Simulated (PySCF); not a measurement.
# Partial charges of `C=CCO[SiH2]SC`

Species: C4H10OSSi.
Cartesian coordinates in Å at the GFN2-xTB level; atoms count from 1:
```
atom  x, y, z in Å
C1    -2.0913    0.9724    1.0021
C2    -2.3072    0.4786   -0.2010
C3    -1.2520   -0.1041   -1.0944
O4     0.0029   -0.1949   -0.4916
Si5    0.5816   -1.3943    0.4248
S6     2.3333   -0.5575    1.3108
C7     2.9319    0.5520   -0.0067
H8    -2.8874    1.3807    1.5994
H9    -1.1059    0.9889    1.4365
H10   -3.2943    0.4724   -0.6425
H11   -1.1378    0.5363   -1.9795
H12   -1.5795   -1.0944   -1.4371
H13    0.9164   -2.5374   -0.4239
H14   -0.2745   -1.7853    1.5330
H15    2.0989    1.1283   -0.3927
H16    3.3903   -0.0372   -0.7943
H17    3.6676    1.2074    0.4464
```

Density: PBE0/pcSseg-1 (PySCF); schemes: Mulliken, IAO, Hirshfeld and ESP-fitted. Geometry: GFN2-xTB, one conformer, isolated molecule.

Problem. Tabulate the Mulliken, IAO, Hirshfeld and ESP-fitted charges.

Solution. In e:

| atom | environment | Mulliken | IAO | Hirshfeld | ESP-fitted |
| --- | --- | --- | --- | --- | --- |
| C1 | terminal =CH2 carbon | -0.146 | -0.317 | -0.103 | -0.509 |
| C2 | alkene CH carbon | -0.312 | -0.158 | -0.049 | +0.015 |
| C3 | sp3 carbon bound to oxygen | +0.160 | -0.049 | +0.016 | -0.071 |
| O4 | silyl ether oxygen | -0.648 | -0.645 | -0.203 | -0.219 |
| Si5 | oxygen-bound silicon | +0.767 | +0.928 | +0.365 | +0.474 |
| S6 | sulfur bonded to C and Si | -0.334 | -0.199 | -0.112 | -0.302 |
| C7 | S-methyl carbon | -0.391 | -0.494 | -0.116 | -0.363 |
| H8 | vinylic hydrogen | +0.120 | +0.156 | +0.049 | +0.193 |
| H9 | vinylic hydrogen | +0.141 | +0.154 | +0.041 | +0.205 |
| H10 | vinylic hydrogen | +0.108 | +0.148 | +0.049 | +0.093 |
| H11 | methylene hydrogen | +0.137 | +0.158 | +0.051 | +0.099 |
| H12 | methylene hydrogen | +0.111 | +0.128 | +0.043 | +0.087 |
| H13 | Si–H hydrogen | -0.098 | -0.160 | -0.088 | -0.096 |
| H14 | Si–H hydrogen | -0.085 | -0.141 | -0.078 | -0.062 |
| H15 | methyl hydrogen | +0.163 | +0.166 | +0.040 | +0.115 |
| H16 | methyl hydrogen | +0.150 | +0.155 | +0.044 | +0.143 |
| H17 | methyl hydrogen | +0.157 | +0.169 | +0.052 | +0.199 |

Mean size of the charges over all atoms: IAO 0.254 e, Mulliken 0.237 e, ESP-fitted 0.191 e, Hirshfeld 0.088 e. Each set sums to the total charge, 0, to within 0.001 e. The Hirshfeld scheme weights the molecular density at each point by an atom's share of the summed free-atom densities.

Lowest charge. The schemes don't all agree: Mulliken O4 (-0.648); IAO O4 (-0.645); Hirshfeld O4 (-0.203); ESP-fitted C1 (-0.509).

Highest charge. All schemes agree: Mulliken Si5 (+0.767); IAO Si5 (+0.928); Hirshfeld Si5 (+0.365); ESP-fitted Si5 (+0.474).

Problem. How many electrons does the ESP-fitted scheme count on Si5?

Solution. Z − q = 14 − (+0.474) = 13.526.

Problem. How closely do the schemes follow one another over all atoms?

Solution. Correlation coefficient and root-mean-square difference: IAO with Hirshfeld 0.98, 0.221 e; Mulliken with IAO 0.96, 0.098 e; Mulliken with Hirshfeld 0.95, 0.195 e; IAO with ESP-fitted 0.87, 0.173 e; Hirshfeld with ESP-fitted 0.85, 0.149 e; Mulliken with ESP-fitted 0.80, 0.185 e.

Problem. Sum the charges by element, for elements with more than one atom.

Solution. 
| element | atoms | Mulliken | IAO | Hirshfeld | ESP-fitted |
| --- | --- | --- | --- | --- | --- |
| C | 4 | -0.689 | -1.018 | -0.253 | -0.928 |
| H | 10 | +0.905 | +0.934 | +0.203 | +0.975 |

These values come from a run that also computed NMR shieldings. The run took 29 s on an Arm Neoverse V2 with one thread, no GPU, on a shared host, and the process peaked at 0.83 GiB of memory.
